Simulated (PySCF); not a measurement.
PySCF input (M06-2X/def2-TZVPD):

```python
from pyscf import gto, scf, dft

mol = gto.M(
    atom='''
    Te    0.00620358    0.00389442    0.11172886
    Br    1.26107316   -2.46229674   -0.06754887
    Br   -1.27028991    2.45651075   -0.09844829
    ''',
    basis='def2-tzvpd',
    ecp='def2-tzvp',
    charge=-1,
    spin=1,
    verbose=4,
)

mf = dft.UKS(mol, xc='m062x').density_fit(auxbasis='def2-universal-jkfit')
mf.grids.level = 4
mf.conv_tol = 1e-9
mf.max_cycle = 100
mf.max_memory = 1500
mf.kernel()
if not mf.converged:
    mf = mf.newton()
    mf.kernel(mf.make_rdm1())
for _ in range(2):
    mo, _, stable, _ = mf.stability(return_status=True)
    if stable:
        break
    mf.kernel(mf.make_rdm1(mo, mf.mo_occ))
mf.analyze()
```

End of the output:

```
Extra cycle  E= -5416.4813770953  delta_E= -1.4e-10  |g|= 5.24e-06  |ddm|= 2.39e-05
converged SCF energy = -5416.4813770953  <S^2> = 0.75965063  2S+1 = 2.0096275
uhf_internal: lowest eigs of H = [0.00171297 0.13853585 0.18412657]
<class 'pyscf.df.df_jk.DFUKS'> wavefunction is stable in the internal stability analysis
**** SCF Summaries ****
Total Energy =                       -5416.481377095296921
Nuclear Repulsion Energy =             437.789808018423628
One-electron Energy =                -8524.556708855854595
Two-electron Energy =                 2670.285523742134046
Two-electron Coulomb Energy =         2874.008643356017274
DFT Exchange-Correlation Energy =     -203.723119613883398
HOMO-LUMO gap [eV] =                     4.152507788624384
**** MO energy ****
                             alpha | beta                alpha | beta
MO #1   energy= -485.18398936066   | -485.183857409772  occ= 1 | 1
MO #2   energy= -485.183987094958  | -485.18385513644   occ= 1 | 1
MO #3   energy= -63.1686736578732  | -63.1686035210495  occ= 1 | 1
MO #4   energy= -63.1686655477939  | -63.1685954125454  occ= 1 | 1
MO #5   energy= -56.9871756447021  | -56.9873027097798  occ= 1 | 1
MO #6   energy= -56.9871705631696  | -56.9872981969881  occ= 1 | 1
MO #7   energy= -56.9865709271955  | -56.9861425403915  occ= 1 | 1
MO #8   energy= -56.9865667829781  | -56.9861378136876  occ= 1 | 1
MO #9   energy= -56.9861266331881  | -56.9860991403514  occ= 1 | 1
MO #10  energy= -56.9861216011316  | -56.9860941065191  occ= 1 | 1
MO #11  energy= -8.83379379628254  | -8.83362156271317  occ= 1 | 1
MO #12  energy= -8.83378816996368  | -8.83361617719324  occ= 1 | 1
MO #13  energy= -6.65422989571811  | -6.65453344143721  occ= 1 | 1
MO #14  energy= -6.65422889441249  | -6.65453241367718  occ= 1 | 1
MO #15  energy= -6.65161670321718  | -6.65071051607158  occ= 1 | 1
MO #16  energy= -6.65161601535022  | -6.65070978741772  occ= 1 | 1
MO #17  energy= -6.65030191399907  | -6.65025231350051  occ= 1 | 1
MO #18  energy= -6.65030121351776  | -6.6502516098712   occ= 1 | 1
MO #19  energy= -6.39180970695823  | -6.38968832964257  occ= 1 | 1
MO #20  energy= -4.49900651890499  | -4.49871918963188  occ= 1 | 1
MO #21  energy= -4.49705671239301  | -4.48970135806754  occ= 1 | 1
MO #22  energy= -4.47991852308111  | -4.4797645168586   occ= 1 | 1
MO #23  energy= -2.6880986724952   | -2.68810812481058  occ= 1 | 1
MO #24  energy= -2.68809395768111  | -2.6881043616327   occ= 1 | 1
MO #25  energy= -2.68730932238139  | -2.68710011993045  occ= 1 | 1
MO #26  energy= -2.68730722914982  | -2.68709890156812  occ= 1 | 1
MO #27  energy= -2.6863249185969   | -2.68645328472489  occ= 1 | 1
MO #28  energy= -2.68632264273659  | -2.68645127822138  occ= 1 | 1
MO #29  energy= -2.68356204575423  | -2.68321229851709  occ= 1 | 1
MO #30  energy= -2.68356084626608  | -2.68321118778705  occ= 1 | 1
MO #31  energy= -2.68348799491013  | -2.68318174218637  occ= 1 | 1
MO #32  energy= -2.68348746527669  | -2.68318158312065  occ= 1 | 1
MO #33  energy= -1.62325440743614  | -1.61734339777221  occ= 1 | 1
MO #34  energy= -1.62209503993672  | -1.61621627977123  occ= 1 | 1
MO #35  energy= -1.60703548381453  | -1.60678134606486  occ= 1 | 1
MO #36  energy= -1.606601260063    | -1.59936376867633  occ= 1 | 1
MO #37  energy= -1.60179922709428  | -1.59907125242314  occ= 1 | 1
MO #38  energy= -0.66772852186527  | -0.660956856133106 occ= 1 | 1
MO #39  energy= -0.657155580485008 | -0.655265444245409 occ= 1 | 1
MO #40  energy= -0.539550607425483 | -0.48192669916719  occ= 1 | 1
MO #41  energy= -0.259381405326648 | -0.250873162886512 occ= 1 | 1
MO #42  energy= -0.215421688522497 | -0.196031600733294 occ= 1 | 1
MO #43  energy= -0.200119059511203 | -0.185762215310444 occ= 1 | 1
MO #44  energy= -0.185096309239733 | -0.180964259033952 occ= 1 | 1
MO #45  energy= -0.181535039448432 | -0.178237881466937 occ= 1 | 1
MO #46  energy= -0.15929302895031  | -0.155966681495694 occ= 1 | 1
MO #47  energy= -0.142339864679389 | -0.109533799891335 occ= 1 | 1
MO #48  energy= -0.121386761289406 | 0.0430680479370827 occ= 1 | 0
MO #49  energy= 0.0955960166419266 | 0.10388829056136   occ= 0 | 0
MO #50  energy= 0.11822820275944   | 0.118758586605111  occ= 0 | 0
MO #51  energy= 0.124078938655488  | 0.126215626236227  occ= 0 | 0
MO #52  energy= 0.127106372419638  | 0.127482686773999  occ= 0 | 0
MO #53  energy= 0.130623385739065  | 0.142819622701639  occ= 0 | 0
MO #54  energy= 0.148667530189794  | 0.149813840201968  occ= 0 | 0
MO #55  energy= 0.150149595529178  | 0.150506729930916  occ= 0 | 0
MO #56  energy= 0.164519056859827  | 0.151278689352822  occ= 0 | 0
MO #57  energy= 0.169900626858805  | 0.164834131626508  occ= 0 | 0
MO #58  energy= 0.177375518558996  | 0.178145595032699  occ= 0 | 0
MO #59  energy= 0.17933274283467   | 0.179364065432672  occ= 0 | 0
MO #60  energy= 0.225822000048776  | 0.215623540346686  occ= 0 | 0
MO #61  energy= 0.226026317850822  | 0.220611714940637  occ= 0 | 0
MO #62  energy= 0.271851506404911  | 0.270917653022899  occ= 0 | 0
MO #63  energy= 0.276611913893904  | 0.277840680988084  occ= 0 | 0
MO #64  energy= 0.289790697137577  | 0.288440958871187  occ= 0 | 0
MO #65  energy= 0.296543299190648  | 0.294305681287414  occ= 0 | 0
MO #66  energy= 0.296851028258834  | 0.296565045581353  occ= 0 | 0
MO #67  energy= 0.30236784444661   | 0.302997008262362  occ= 0 | 0
MO #68  energy= 0.329667612834816  | 0.323928940309441  occ= 0 | 0
MO #69  energy= 0.340077301097096  | 0.337854018935157  occ= 0 | 0
MO #70  energy= 0.34012828373732   | 0.338278970479765  occ= 0 | 0
MO #71  energy= 0.349235525591563  | 0.347575803649629  occ= 0 | 0
MO #72  energy= 0.355459446698021  | 0.351875100520956  occ= 0 | 0
MO #73  energy= 0.360771241149502  | 0.360585592259119  occ= 0 | 0
MO #74  energy= 0.372648154162586  | 0.365815376332711  occ= 0 | 0
MO #75  energy= 0.373180718132398  | 0.372673906728802  occ= 0 | 0
MO #76  energy= 0.392258992667844  | 0.372788259980905  occ= 0 | 0
MO #77  energy= 0.392363090040923  | 0.388904809013735  occ= 0 | 0
MO #78  energy= 0.46174073928054   | 0.455335934147678  occ= 0 | 0
MO #79  energy= 0.471099250514487  | 0.468813829504629  occ= 0 | 0
MO #80  energy= 0.488723700619409  | 0.49282735114686   occ= 0 | 0
MO #81  energy= 0.494304243860169  | 0.506982844043969  occ= 0 | 0
MO #82  energy= 0.497891227127233  | 0.510473236680073  occ= 0 | 0
MO #83  energy= 0.501837348523648  | 0.514615376746383  occ= 0 | 0
MO #84  energy= 0.504535569891835  | 0.51523685471366   occ= 0 | 0
MO #85  energy= 0.558853869297647  | 0.558670358433475  occ= 0 | 0
MO #86  energy= 0.564935670365788  | 0.561507529742245  occ= 0 | 0
MO #87  energy= 0.650356825618941  | 0.648107240592104  occ= 0 | 0
MO #88  energy= 0.651559660967228  | 0.652526754667068  occ= 0 | 0
MO #89  energy= 0.660007512242737  | 0.660865153310616  occ= 0 | 0
MO #90  energy= 0.662199645727761  | 0.661423065081151  occ= 0 | 0
MO #91  energy= 0.665020496114779  | 0.666298246059392  occ= 0 | 0
MO #92  energy= 0.665381478178684  | 0.666459690257083  occ= 0 | 0
MO #93  energy= 0.672250767269783  | 0.67408589305049   occ= 0 | 0
MO #94  energy= 0.672782420008597  | 0.674401346002834  occ= 0 | 0
MO #95  energy= 0.685442975319674  | 0.691451363783643  occ= 0 | 0
MO #96  energy= 0.696040770556978  | 0.698231789736695  occ= 0 | 0
MO #97  energy= 0.730676899011893  | 0.73406467403386   occ= 0 | 0
MO #98  energy= 0.73305626547966   | 0.737896332165226  occ= 0 | 0
MO #99  energy= 0.73751147209342   | 0.739198603150521  occ= 0 | 0
MO #100 energy= 0.823936790311032  | 0.822415263144357  occ= 0 | 0
MO #101 energy= 0.881532409514404  | 0.887453957930638  occ= 0 | 0
MO #102 energy= 0.991909774124725  | 1.01589332872116   occ= 0 | 0
MO #103 energy= 0.9957181739397    | 1.02233114605296   occ= 0 | 0
MO #104 energy= 0.996411816639476  | 1.02379218124412   occ= 0 | 0
[...]
```
